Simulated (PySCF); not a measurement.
# `C=CC[P@](C)(=O)P`, C4H10OP2

Geometry (Å), atoms numbered from 1 in this order:
```xyz
17

C     2.511    0.581    0.561
C     1.680    0.628   -0.467
C     0.660   -0.419   -0.744
P    -0.911    0.181    0.033
C    -2.100   -1.205   -0.182
O    -1.395    1.458   -0.517
P    -0.459    0.253    2.180
H     3.211    1.373    0.763
H     2.534   -0.264    1.232
H     1.664    1.485   -1.127
H     0.932   -1.376   -0.299
H     0.476   -0.533   -1.814
H    -1.752   -2.106    0.313
H    -3.056   -0.894    0.237
H    -2.229   -1.383   -1.248
H    -0.007    1.559    2.044
H    -1.766    0.674    2.412
```

Level of theory: PySCF, GIAO B97-2/pcSseg-1 magnetisability, rotational g tensor and spin-rotation constants, non-relativistic, gas phase. Geometry: GFN2-xTB.

Question: Give the nuclear spin-rotation constants along the inertial axes (H = +C I·J) beside the isotropic shieldings.

Answer: Rotational constants 2.1839, 1.4880, 1.1615 GHz. A star marks the isotopologue with that one atom substituted, in its own axes.
```csv
atom,isotope,Caa (kHz),Cbb (kHz),Ccc (kHz),mean (kHz),σ (ppm)
P4,31P,4.054,2.561,1.537,2.717,298.2
P7,31P,2.925,1.396,1.349,1.890,497.1
H8,1H,0.030,-0.150,-0.045,-0.055,26.3
H9,1H,-0.214,-0.073,0.022,-0.088,26.4
H10,1H,-0.208,-0.069,0.039,-0.079,25.3
H11,1H,-0.242,-0.161,0.028,-0.125,29.8
H12,1H,-0.228,0.074,-0.146,-0.100,29.0
H13,1H,-0.241,-0.156,0.002,-0.132,30.8
H14,1H,0.000,-0.150,-0.115,-0.088,30.1
H15,1H,-0.229,0.035,-0.139,-0.111,30.1
H16,1H,-0.171,-0.148,-0.007,-0.109,28.9
H17,1H,-0.008,-0.135,-0.115,-0.086,29.4
C1,13C*,0.661,0.351,0.421,0.477,63.4
C2,13C*,0.693,0.391,0.456,0.513,48.2
C3,13C*,0.387,0.295,0.207,0.296,140.5
C5,13C*,0.311,0.248,0.161,0.240,163.3
O6,17O*,-0.296,-0.132,-0.367,-0.265,178.4
```
For the geometry as given, no vibrational averaging.

Question: How do the rotational constants and the g tensor change when H8, H9, H10, H11, H12, H13, H14, H15, H16, H17 are replaced by deuterium?

Answer: Constants 1.9194, 1.2709, 1.0103 GHz; g -0.0228, -0.0135, -0.0078, against -0.0254, -0.0156, -0.0093 before.
